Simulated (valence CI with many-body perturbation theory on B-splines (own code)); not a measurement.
# Os LXX: magnetic and hyperfine properties of the levels

Computed by relativistic CI+MBPT: five valence electrons over a frozen Dirac-Fock core [He], radial functions for each j: 11 s, 11 p, 10 d, 8 f, 5 g, 2 h, with the one-electron correlation potential Σ1, the two-electron term Σ2, the three-electron term Σ3, Breit, model QED; selected CI, second order for the rest, scaled by the run's own slope (own B-spline code, finite nucleus).

The last digits are not significant, and no measured levels were compared; by estimate large intervals hold to a few tenths of a per cent, small ones and those within an open d or f shell to about a per cent. Among the levels kept, up to 7600 cm⁻¹ of a level comes from second order outside the variational space, and about a tenth of that is noise between levels of different J, which matters for small intervals.

A/g_I is the dipole constant over the nuclear g factor μ/I (μ in nuclear magnetons, uniformly magnetised nucleus), B/Q the quadrupole constant per barn. Both hold the static response of the core; the bare values leave it out. Large factors of s and p1/2 electrons are usually good to 5 to 10 %; those of open d and f shells near neutrality can be off by tens of per cent, and small factors of p3/2, d and f electrons come from cancelling terms and can be off by a factor of two or in sign, in half-filled shells by more. B is blank for J = 1/2, where it vanishes, and for nearly pure S terms. Energies count from the lowest level.

Levels are named by their leading jj configuration (3d3/2^4 stands for four electrons in 3d with j = 3/2), which in mixed levels can hold well under half, so a name can repeat and another be missing. Letters in brackets count levels of one name in rising energy.

```tsv
Level	E (× 10³ cm⁻¹)	g	A/g_I (MHz)	A/g_I bare	B/Q (MHz/b)	B/Q bare
(2s^2 2p1/2^2 2p3/2) J=3/2	0.00	1.309	894000	914000	1760000	1760000
(2s^2 2p1/2 2p3/2^2) J=3/2	12683	1.432	-611000	-582000	86300	86400
(2s^2 2p1/2 2p3/2^2) J=5/2	12869	1.159	2430000	2440000	-5040	-5050
(2s^2 2p1/2 2p3/2^2) J=1/2	13315	0.612	8520000	8490000		
(2s 2p1/2^2 2p3/2^2) J=5/2	15599	1.439	5850000	5820000	203000	204000
(2s 2p1/2^2 2p3/2^2) J=1/2	16489	1.987	2.57e+07	2.54e+07		
(2s 2p1/2^2 2p3/2^2) J=3/2	16499	1.167	-4070000	-3980000	-173000	-173000
(2s^2 2p3/2^3) J=3/2	26027	1.284	922000	940000	-1850000	-1850000
(2s 2p1/2 2p3/2^3) J=3/2 [a]	28516	1.585	5930000	5890000	-1400000	-1410000
(2s 2p1/2 2p3/2^3) J=5/2	28853	1.279	7420000	7370000	-2000000	-2010000
(2s 2p1/2 2p3/2^3) J=1/2	29406	1.340	-9890000	-9740000		
(2s 2p1/2 2p3/2^3) J=3/2 [b]	29469	1.002	173000	218000	-586000	-587000
(2p1/2^2 2p3/2^3) J=3/2	32686	1.296	864000	903000	-1790000	-1790000
(2s 2p3/2^4) J=1/2	42245	1.882	2.59e+07	2.56e+07		
(2p1/2 2p3/2^4) J=1/2	45621	0.612	8550000	8500000		
(2s^2 2p1/2^2 3s) J=1/2	74964	1.988	7410000	7360000		
(2s^2 2p1/2^2 3p1/2) J=1/2	75850	0.643	2520000	2510000		
(2s^2 2p1/2^2 3p3/2) J=3/2	79720	1.319	263000	271000	532000	532000
(2s^2 2p1/2^2 3d3/2) J=3/2	80473	0.781	153000	153000	93600	94300
(2s^2 2p1/2^2 3d5/2) J=5/2	81535	1.186	54700	54700	92300	93200
(2s^2 2p1/2 2p3/2 3s) J=3/2 [a]	87785	1.650	1530000	1530000	1140000	1140000
(2s^2 2p1/2 2p3/2 3s) J=1/2	87871	1.291	-3810000	-3740000		
(2s^2 2p1/2 2p3/2 3s) J=5/2	87943	1.302	3750000	3740000	1720000	1720000
(2s^2 2p1/2 2p3/2 3s) J=3/2 [b]	88001	0.948	2200000	2220000	1010000	1010000
(2s^2 2p1/2 2p3/2 3p1/2) J=1/2	88658	1.728	-2180000	-2130000		
(2s^2 2p1/2 2p3/2 3p1/2) J=3/2 [a]	88708	1.122	1690000	1700000	357000	358000
(2s^2 2p1/2 2p3/2 3p1/2) J=5/2	88815	1.038	2780000	2780000	1710000	1710000
(2s^2 2p1/2 2p3/2 3p1/2) J=3/2 [b]	89174	1.299	1380000	1400000	1750000	1750000
(2s 2p1/2^2 2p3/2 3s) J=5/2	90351	1.584	7140000	7090000	1770000	1770000
(2s 2p1/2^2 2p3/2 3s) J=3/2 [a]	90597	1.419	8010000	7960000	965000	966000
(2s 2p1/2^2 2p3/2 3s) J=1/2	91156	0.826	-9440000	-9290000		
(2s 2p1/2^2 2p3/2 3s) J=3/2 [b]	91236	1.367	-2080000	-2020000	1290000	1290000
(2s 2p1/2^2 2p3/2 3p1/2) J=3/2 [a]	91319	1.653	8070000	8020000	1220000	1220000
(2s 2p1/2^2 2p3/2 3p1/2) J=5/2	91325	1.322	6180000	6150000	1730000	1740000
(2s 2p1/2^2 2p3/2 3p1/2) J=1/2	92048	1.255	-7890000	-7750000		
(2s 2p1/2^2 2p3/2 3p1/2) J=3/2 [b]	92059	0.958	-2750000	-2690000	1010000	1010000
(2s^2 2p1/2 2p3/2 3p3/2) J=5/2 [a]	92457	1.404	-467000	-448000	1860000	1870000
(2s^2 2p1/2 2p3/2 3p3/2) J=1/2 [a]	92493	1.547	-2160000	-2130000		
(2s^2 2p1/2 2p3/2 3p3/2) J=3/2 [a]	92532	1.122	2730000	2720000	-1130000	-1130000
(2s^2 2p1/2 2p3/2 3p3/2) J=7/2	92585	1.212	1730000	1740000	2270000	2270000
```

Problem. Take the isotope of mass number 187, with I = 1/2, μ = 0.06442 μN. What is the hyperfine structure of (2s^2 2p1/2 2p3/2^2) J=3/2?

Solution. From the table A = -78800 MHz. Shifts from the centre of gravity in MHz: F = 1: 98500, F = 2: -59100.
